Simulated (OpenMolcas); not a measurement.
# Levels of Ru III by method

| Item | Value |
| --- | --- |
| Program | OpenMolcas |
| Basis | ANO-R1 [6s4p3d1f] |
| Scalar Hamiltonian | X2C, finite nucleus |
| Active space | 6 electrons in 5 orbitals (4d) |
| State averaging | 2S+1 = 5 even, 5 roots; 2S+1 = 3 even, 45 roots; 2S+1 = 1 even, 50 roots |
| Spin-orbit coupling | state interaction with AMFI integrals over the reference wave functions, term energies averaged over their components |

Methods on the same reference wave functions:
A. CASSCF
B. SS-CASPT2, IPEA 0.25 Eh, imaginary shift 0.1 Eh (closed shells correlated: 4s 4p)
C. MS-CASPT2, IPEA 0.25 Eh, imaginary shift 0.1 Eh (closed shells correlated: 4s 4p)

Energies in eV above 4d⁶ ⁵D₄, the measured ground level; measured values from Moore, Atomic Energy Levels, vol. III, NSRDS-NBS 35 (1971 reprint of NBS Circular 467, 1958).

| Level | A | B | C | Measured |
| --- | --- | --- | --- | --- |
| 4d⁶ ⁵D₄ | 0.0000 | 0.0000 | 0.0000 | 0.0000 |
| 4d⁶ ⁵D₃ | 0.1477 | 0.1494 | 0.1495 | 0.1437 |
| 4d⁶ ⁵D₂ | 0.2386 | 0.2367 | 0.2367 | 0.2264 |
| 4d⁶ ⁵D₁ | 0.2969 | 0.294 | 0.294 | 0.2810 |
| 4d⁶ ⁵D₀ | 0.3250 | 0.321 | 0.321 | 0.3070 |
| 4d⁶ ³H₆ | 2.1638 | 2.061 | 2.061 |  |
| 4d⁶ ³H₅ | 2.2144 | 2.098 | 2.098 |  |
| 4d⁶ ³P₂(1) | 2.3031 | 1.900 | 1.900 |  |
| 4d⁶ ³F₃(1) | 2.5201 | 2.236 | 2.236 |  |
| 4d⁶ ³F₂(1) | 2.5895 | 2.290 | 2.292 |  |
| 4d⁶ ³P₁(1) | 2.7252 | 2.324 | 2.325 |  |
| 4d⁶ ³G₅ | 2.7517 | 2.543 | 2.544 |  |
| 4d⁶ ³P₀(1) | 2.8273 | 2.414 | 2.412 |  |
| 4d⁶ ³G₄ | 2.8934 | 2.664 | 2.663 |  |
| 4d⁶ ³G₃ | 2.9326 | 2.697 | 2.698 |  |
| 4d⁶ ¹I₆ | 3.3211 | 3.172 | 3.172 |  |
| 4d⁶ ³D₂ | 3.4750 | 3.054 | 3.053 |  |
| 4d⁶ ³D₁ | 3.4925 | 3.078 | 3.078 |  |
| 4d⁶ ³D₃ | 3.5207 | 3.106 | 3.106 |  |
| 4d⁶ ¹G₄(1) | 3.5760 | 3.269 | 3.270 |  |
| 4d⁶ ¹S₀(1) | 4.1153 | 3.587 | 3.581 |  |
| 4d⁶ ¹D₂(1) | 4.3079 | 3.756 | 3.756 |  |
| 4d⁶ ¹F₃ | 4.8341 | 4.259 | 4.259 |  |
| 4d⁶ ³P₀(2) | 5.5118 | 4.778 | 4.780 |  |

Deviations, from unrounded energies. A percentage is the sum of absolute deviations over the sum of measured energies, with the sign that they share, or ± where signs differ.

| Against measurement | Levels | A | B | C |
| --- | --- | --- | --- | --- |
| mean absolute deviation (cm-1) | 4 | 100 | 86 | 87 |
| fine structure of the ground term (%) | 4 | +5.2 | +4.5 | +4.5 |

B, C lie about equally close to measurement and A furthest from it. The largest miss of B in the table is 4d⁶ ⁵D₀, by +110 cm-1. The ranking rests on the paired levels alone, and a cruder setting can come out closer through cancelling errors.

Between B and C the level of the table that moves most is 4d⁶ ¹S₀(1), by 50 cm-1 (lowest in C, highest in B). Moves below CASPT2's spread within the term are not significant.

The two smallest mean deviations differ by little beside CASPT2's spread within terms, so their order carries little weight.

From A to B the spin-free energies of the other terms of 4d⁶ shown, above ⁵D, scale by factors of 0.83 to 0.95, as is usual when dynamic correlation screens the repulsion within a d or f shell.

The lowest spin-free term lies below A's lowest term by 0.280 hartree in B, 0.280 hartree in C.

Term energies are means over components that CASPT2 splits; among the terms shown or strongly mixed into the levels shown the widest spread is 1600 cm-1 (4d⁶ ¹I, C). Levels of configurations with an s electron are missing; early in the row they begin among the upper levels of the d shell and mix with terms of their name. Without dynamic correlation excited terms often stand tens of per cent too high (terms of higher spin than the ground term too low), and those without a measured partner can miss by more than the paired ones (holds for A). The CASPT2 spread within a term exceeds the gap to the next term for 4d⁶ ³D and 4d⁶ ¹I, 4d⁶ ¹I and 4d⁶ ¹G(1), so the order of their levels is uncertain (holds for C). Computed and measured levels are paired by configuration, term and J; levels that our copy of the source lacks, or whose pairing is in doubt (as where it misses far off the trend of its configuration), stay unpaired and out of the deviations. Only configurations of the active space appear. Levels that lie high or do not pair safely by name in every column are left out.

A number in round brackets counts repeated terms of one configuration in the order of the reference energies.
